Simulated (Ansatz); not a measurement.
Born–Oppenheimer molecular dynamics of AsGaH7N (10 atoms, charge 0, multiplicity 1). It starts at the highest image of a converged band, a first-order saddle point between two minima.

Computed with RKS PBE-D4/def2-SVP (Ansatz).

* ensemble: NVE (velocity Verlet)
* time step: 0.5 fs
* steps asked: 200
* starting velocities drawn for: 300 K
* seed: 4803

First frame:

```xyz
10
Properties=species:S:1:pos:R:3
Ga -0.089 -0.976 0.553
N 1.128 0.562 0.634
H 0.371 -2.097 -0.444
H -1.006 -1.088 1.827
H 0.130 1.115 -0.261
As -1.363 1.046 -1.252
H 1.242 1.045 1.536
H 2.052 0.454 0.195
H -0.663 0.187 -2.323
H -1.801 -0.248 -0.465
```

(1) How far do the bonds stretch over the last three quarters of this one trajectory? (Pairs bonded in most of those frames.)

Answers

(1) 
```tsv
bond	mean (Å)	spread (Å)	shortest	longest
Ga1–N2	1.848	0.031	1.80	1.90
Ga1–H3	1.576	0.008	1.56	1.59
Ga1–H4	1.577	0.006	1.57	1.59
N2–H7	1.026	0.023	0.99	1.06
N2–H8	1.025	0.020	0.99	1.06
H5–As6	1.544	0.041	1.48	1.61
As6–H9	1.542	0.015	1.52	1.56
As6–H10	1.551	0.031	1.50	1.60
```

Mean temperature of the second half: 576 K. The conserved energy stayed within 0.13 meV per atom of its start (net change 0.035 meV per atom), so the integration is sound. The system heated up, since it started high on the potential surface and ran downhill. A run of 0.1 ps of so small a system gives no equilibrium averages. The orbitals stay closed-shell, which can raise the energy where a bond breaks towards radicals; this wasn't checked here.

Time of the run: 6.9 min on 2 threads of Arm Neoverse V1, on a shared host, peak memory 0.16 GiB.
